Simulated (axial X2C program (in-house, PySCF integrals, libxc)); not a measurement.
**NaCa: cheaper levels and CCSD(T), two-component**

All values were computed with an axial X2C code built on PySCF integrals. Two-component (2c) means X2C with spin–orbit coupling and atomic mean-field two-electron Coulomb and Gaunt terms. Basis: Ca dyall-cv3z [11s12p6d4f], Na dyall-cv3z [9s8p5d2f] (cores contracted in-house); Gaussian nuclei, density fitting, unrestricted open shells. Masses: Ca 39.963 u, Na 22.990 u.

State: Ω = 1/2 (⟨Sz⟩ = 0.50, ⟨Lz⟩ = 0.00 at HF); fragments Ca + Na.

| level | Re (Å) | ωe (cm⁻¹) | De (eV) |
| --- | --- | --- | --- |
| PBE0 | 3.673 | 110.8 | 0.294 |
| HF | 4.059 | 66.4 | 0.061 |
| MP2 | 3.801 | 88.9 | 0.041 |
| CCSD | 3.783 | 95.4 | 0.167 |

Correlated methods: 3 electrons correlated (number of frozen shells: Ca 3 s, 2 p; Na 2 s, 1 p), 273 virtual spin orbitals or spinors in MP2, 63 natural virtuals in coupled cluster.

CCSD(T), same Hamiltonian and basis:

Re = 3.769 Å, ωe = 98.4 cm⁻¹, De = 0.19 eV; T1 = 0.075 (Lee–Taylor normalisation).

(1) Give the differences from CCSD(T) in the columns below.

Occupations by symmetry block were frozen at the best pattern of an incomplete PBE0 search. De is counted from the lowest determinant-based energies of the atoms at the same level, without counterpoise correction. Density functionals use the spin component along the axis (collinear). Coupled cluster ran in a truncated set of natural virtual spinors; the MP2 energy of the rest was added. (T) has no such correction and the atoms are truncated less, which lowers De at CCSD(T) by a hundredth of an eV or more. The outer-core s and p shells of the metal are frozen in the correlated rows, which leaves out core–valence correlation; for alkali and alkaline-earth bonds that tends to lengthen them. The determinant is spin-polarised beyond a pure state at some levels (its spin-free form has ⟨S²⟩ too high), which makes Re and μ there less reliable. The T1 diagnostic is large, a sign of multireference character. The bond is weak, and without diffuse functions and with truncated virtuals even CCSD(T) can be tens of per cent off in De.

Answers

(1) 

| level | ΔRe (Å) | Δωe (cm⁻¹) |
| --- | --- | --- |
| PBE0 | -0.096 | 12.4 |
| HF | 0.290 | -32.0 |
| MP2 | 0.032 | -9.5 |
| CCSD | 0.014 | -3.0 |
